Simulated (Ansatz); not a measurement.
`CBBO` + dimethylamine → `CBN(C)C` + `BO` at 700 K and 1 bar (cleavage of the B–B bond).

Calculated with Ansatz (gas phase, PBE0-D4/def2-TZVP geometries, no zero-point term in ΔE). CBS: MP2 limit from def2 TZ/QZ plus the TZ coupled-cluster correction, frozen cores. This one scheme is used for every species. One conformer a species, not always the lowest.

```csv
species,CCSD(T)/CBS energy (Eh),H − E (kJ/mol),S (J/(mol·K))
`CBBO`,-166.44324,267.4,416.8
`CNC`,-135.00321,296.9,352.4
`CBN(C)C`,-199.71235,436.6,470.7
`BO`,-101.80414,126.4,277.4
```

H − E and S are ideal-gas, rigid-rotor, harmonic terms from PBE0-D4/def2-TZVP, for one conformer and one mirror image of each species. 1 Eh = 2625.50 kJ/mol, R = 8.31446 J/(mol·K).

Question: By hand: ΔE, ΔH, ΔS and ΔG.

Answer: ΔE = (-199.71235) + (-101.80414) − (-166.44324) − (-135.00321) = -0.07004 Eh = -183.9 kJ/mol. Δ(H − E) = 436.6 + 126.4 − 267.4 − 296.9 = -1.3, so ΔH = -185.2 kJ/mol. ΔS = 470.7 + 277.4 − 416.8 − 352.4 = -21.1 J/(mol·K). ΔG = -185.2 − 700 × (-21.1)/1000 = -170.4 kJ/mol.

Question: By hand: the equilibrium constant, and the temperature at which ΔG would vanish if ΔH and ΔS stayed fixed.

Answer: log₁₀ K = −ΔG/(RT ln 10) = 12.7. ΔG = 0 at ΔH/ΔS = 8777 K, far beyond where these terms or the molecules hold.

ΔH outweighs TΔS. A doubt of 5 kJ/mol in ΔE shifts log₁₀ K by 0.4 here. Other conformers and mirror images would add mixing entropy, several J/(mol·K) or more a flexible species. These are equilibria of isolated gas molecules and say nothing of rates. Largest T1 diagnostic: 0.014 (customary marks: 0.02 for closed shells, 0.045 for open ones).
